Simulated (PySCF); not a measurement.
## Working out the ionisation energy of Zn

Zn [Ar] 3d10 4s2 (1S) → Zn⁺ [Ar] 3d10 4s1 (2S). Computed with PySCF 2.14 in def2-TZVPPD (6s6p4d2f1g, 67 functions), with no relativity, point nucleus. Frozen: [Ar]. Energies in hartree (1 hartree = 27.21139 eV):

```
            part    Zn (lower)   Zn⁺ (upper)
             UHF  -1777.807076  -1777.526451
CCSD correlation     -0.449673     -0.402970
             (T)     -0.013515     -0.009821
```

Question: What does Hartree-Fock give?

Answer: (-1777.526451) − (-1777.807076) = 0.280625 hartree = 7.636 eV.

Question: What do CCSD and CCSD(T) give?

Answer: The CCSD correlation energies differ by 0.046703 hartree = 1.271 eV and the triples by 0.003694 hartree = 0.101 eV, so CCSD gives 8.907 eV and CCSD(T) 9.008 eV.

Measured between the centres of the two terms (NIST): 9.394 eV, so CCSD(T) (valence) is off by -0.386 eV.

The calculation is non-relativistic.

What remains against the reference includes basis incompleteness, the frozen core and higher excitations.
